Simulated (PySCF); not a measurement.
Computed structure and properties of TlH

System: TlH (singlet); start: template (C∞v). Method: PySCF 2.14.0, RKS r2SCAN, Tl def2-SVP with ECP60, H def2-SVP; non-relativistic Hamiltonian with scalar-relativistic core potentials where named; density fitting; no spin-orbit coupling.

Input of the relaxation:

```python
mol = gto.M(atom='''
Tl     0.00000     0.00000    -0.01135
H      0.00000     0.00000     2.30865''',
    basis={'Tl': 'def2-SVP', 'H': 'def2-SVP'},
    ecp={'Tl': 'def2-SVP'},
    charge=0, spin=0)
mf = dft.RKS(mol, xc='R2SCAN')
mf.grids.atom_grid = (50, 194)
mf = mf.density_fit()  # fitting sets: Tl def2-universal-JKFIT, H def2-universal-JKFIT
mf.conv_tol = 1e-08; mf.max_cycle = 55
mf.kernel(dm0)  # dm0: converged density of the start geometry
# quasi-Newton relaxation in Cartesian coordinates to a largest gradient under 0.00045 Eh/bohr, steps kept in the point group
```

Run from Python with OMP_NUM_THREADS=2; the lines above give its settings. Where DIIS fails, smearing, a level shift and second-order steps follow.
It took 3.5 s on 2 threads of Intel(R) Xeon(R) Platinum 8488C (Sapphire Rapids) (shared host), from the converged density of the start.

Course of the relaxation:

```json
{"step": "0", "energy above end (eV)": "0.3548", "largest force component within the symmetry (eV/Å)": "1.427"}
{"step": "1", "energy above end (eV)": "0.1148", "largest force component within the symmetry (eV/Å)": "0.998"}
{"step": "2", "energy above end (eV)": "0.0865", "largest force component within the symmetry (eV/Å)": "1.300"}
{"step": "3", "energy above end (eV)": "0.0054", "largest force component within the symmetry (eV/Å)": "0.260"}
{"step": "4", "energy above end (eV)": "0.0003", "largest force component within the symmetry (eV/Å)": "0.066"}
{"step": "5", "energy above end (eV)": "0.0000", "largest force component within the symmetry (eV/Å)": "0.005"}
```

Relaxed geometry (C∞v):

```xyz
2

Tl    0.0000    0.0000    0.1882
H     0.0000    0.0000    2.1091
```

| contact | Å |
| --- | --- |
| Tl1–H2 (H) | 1.921 |

On the finer grid (75, 302):

The HOMO is -4.93 eV and the LUMO is -2.00 eV. The dipole about the centre of mass is 1.26 D and the set of Mulliken populations of Tl1 outside the core potential is s 3.94, p 6.83, d 10.01. The D3(BJ) dispersion energy (not in the energies) is -0.003 eV.

| atom | Mulliken (e) | Löwdin (e) | spin (e) |
| --- | --- | --- | --- |
| Tl1 | 0.23 | 0.18 | 0.00 |
| H2 | -0.23 | -0.18 | 0.00 |

No frequency check is given here. The steps kept the symmetry C∞v of the start, so a lower state may lie off it.

Taking off one H (charge -1, singlet; the rest: singlet) in vacuum, both parts rigid, costs 8.47 eV; the small basis without counterpoise inflates it. Most of it is the attraction of opposite charges; other ways to part are cheaper, and one spin state was tried for the rest.

Rigid scan of H along the line from its metal, all other atoms held (where the atom bridges, its other bond changes as well):

```
distance to H2 (Å)  energy (eV)
              1.62        0.457
              1.72        0.177
              1.82        0.039
              1.92        0.000
              2.02        0.030
              2.12        0.109
              2.32        0.356
              2.62        0.822
              3.02        1.450
              3.52        2.107
```

One start shape was tried, so this needn't be the lowest isomer.
